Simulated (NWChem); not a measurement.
System: C$_{2}$H$_{4}$AlClO; SMILES C=[CH][Al]([OH])[Cl]

Excerpt of the output:

```
             Northwest Computational Chemistry Package (NWChem) 7.3.0
             --------------------------------------------------------

                             Geometry "geometry" -> ""
                             -------------------------

 Output coordinates in angstroms (scale by  1.889725989 to convert to a.u.)

  No.       Tag          Charge          X              Y              Z
 ---- ---------------- ---------- -------------- -------------- --------------
    1 Al                  13.0000     0.21008400     0.18240200     0.11780100
    2 Cl                  17.0000    -1.78665600     0.40597200     0.80526900
    3 C                    6.0000     0.67823700    -1.12587400    -1.22071600
    4 C                    6.0000     1.94312600    -1.26474200    -1.65222400
    5 H                    1.0000    -0.07656300    -1.78284200    -1.65667500
    6 H                    1.0000     2.22677800    -1.99896300    -2.40782400
    7 H                    1.0000     2.75811000    -0.65108900    -1.27140800
    8 O                    8.0000     1.43205300     1.18420400     0.76480500
    9 H                    1.0000     1.23749700     1.85045800     1.43534300

 Effective nuclear repulsion energy (a.u.)     242.3850126936

                              NWChem Property Module
                              ----------------------

  itol2e modified to match energy
  convergence criterion.

                                 NWChem DFT Module
                                 -----------------

 Summary of "ao basis" -> "ao basis" (spherical)
 ------------------------------------------------------------------------------
       Tag                 Description            Shells   Functions and Types
 ---------------- ------------------------------  ------  ---------------------
 Al                          6-31g*                  8       18   4s3p1d
 Cl                          6-31g*                  8       18   4s3p1d
 C                           6-31g*                  6       14   3s2p1d
 H                           6-31g*                  2        2   2s
 O                           6-31g*                  6       14   3s2p1d

  itol2e modified to match energy
  convergence criterion.

[...]

          -----------------------------------------
          Chemical Shielding Tensors (GIAO, in ppm)
          -----------------------------------------

                                NWChem CPHF Module
                                ------------------

  scftype          =     RHF
  nclosed          =       27
  nopen            =        0
  variables        =     1593
  # of vectors     =        3
  tolerance        = 0.10D-03
  level shift      = 0.00D+00
  max iterations   =       50
  max subspace     =       30

 SCF residual:    2.7612572990851231E-005

Iterative solution of linear equations
  No. of variables     1593
  No. of equations        3
  Maximum subspace       30
        Iterations       50
       Convergence  1.0D-04

   iter   nsub   residual    time
   ----  ------  --------  ---------
     1      3    4.96D-01      32.7
     2      6    2.48D-02      36.8
     3      9    1.51D-03      40.8
     4     12    3.18D-05      44.7

      Atom:    1  Al
        Diamagnetic
    801.7236     -0.0251     -1.4578
     -0.0251    796.5608      0.7923
     -1.4578      0.7923    796.8119

        Paramagnetic
   -340.7414      2.0084     -5.0519
      2.0084   -325.9532     40.6132
     -5.0519     40.6132   -330.4993

        Total Shielding Tensor
    460.9822      1.9833     -6.5097
      1.9833    470.6076     41.4055
     -6.5097     41.4055    466.3126

           isotropic =     465.9675
          anisotropy =      66.2161

          Principal Components and Axis System
                 1           2           3
              510.1116    461.8522    425.9386

      1        -0.0624      0.9832      0.1716
      2         0.7206      0.1634     -0.6738
      3         0.6905     -0.0816      0.7187

      Atom:    2  Cl
        Diamagnetic
   1153.0466     -0.7147     -2.4422
     -0.7147   1145.9204      0.4326
     -2.4422      0.4326   1146.6314

        Paramagnetic
   -112.9860    -47.5845    -67.5624
    -47.5845   -240.3986    -18.1102
    -67.5624    -18.1102   -209.7649

        Total Shielding Tensor
   1040.0606    -48.2992    -70.0045
    -48.2992    905.5218    -17.6776
    -70.0045    -17.6776    936.8665

           isotropic =     960.8163
          anisotropy =     182.8505

          Principal Components and Axis System
                 1           2           3
             1082.7166    936.6975    863.0348

      1         0.8921      0.1719      0.4178
      2        -0.2029     -0.6738      0.7105
      3        -0.4036      0.7187      0.5662

      Atom:    3  C
        Diamagnetic
    256.0533     -2.2447     -7.5254
     -2.2447    248.4444     14.7220
     -7.5254     14.7220    248.9120

        Paramagnetic
   -217.0741    -41.1656     -0.2850
    -41.1656   -179.5794   -105.7559
     -0.2850   -105.7559   -155.3566

        Total Shielding Tensor
     38.9792    -43.4102     -7.8104
    -43.4102     68.8650    -91.0339
     -7.8104    -91.0339     93.5554

           isotropic =      67.1332
          anisotropy =     164.8308

          Principal Components and Axis System
                 1           2           3
              177.0204     56.0430    -31.6637

      1         0.1712      0.8577      0.4848
      2        -0.6738     -0.2571      0.6928
      3         0.7188     -0.4452      0.5339

      Atom:    4  C
        Diamagnetic
    264.6537     -0.5867     -5.2379
     -0.5867    253.6640      8.2712
     -5.2379      8.2712    253.9903

        Paramagnetic
   -225.5702    -44.6353     -6.1515
    -44.6353   -212.5847   -117.5237
     -6.1515   -117.5237   -184.5089

[...]
```

Level: B3LYP/6-31G* (spherical d), GIAO. Geometry: optimised at B3LYP/6-31G* (spherical d). The printed shielding anisotropy is the first printed principal value minus the mean of the other two.

Task: Reconstruct the input file.

Result: Several could match; the one computed here: the input that was run:
```
start job
memory heap 200 mb stack 900 mb global 1100 mb
geometry units angstroms noautosym nocenter noautoz
  Al     0.210084     0.182402     0.117801
  Cl    -1.786656     0.405972     0.805269
  C      0.678237    -1.125874    -1.220716
  C      1.943126    -1.264742    -1.652224
  H     -0.076563    -1.782842    -1.656675
  H      2.226778    -1.998963    -2.407824
  H      2.758110    -0.651089    -1.271408
  O      1.432053     1.184204     0.764805
  H      1.237497     1.850458     1.435343
end
basis spherical
  * library 6-31g*
end
dft
  xc b3lyp
  iterations 150
end
property
  shielding
end
task dft property
```
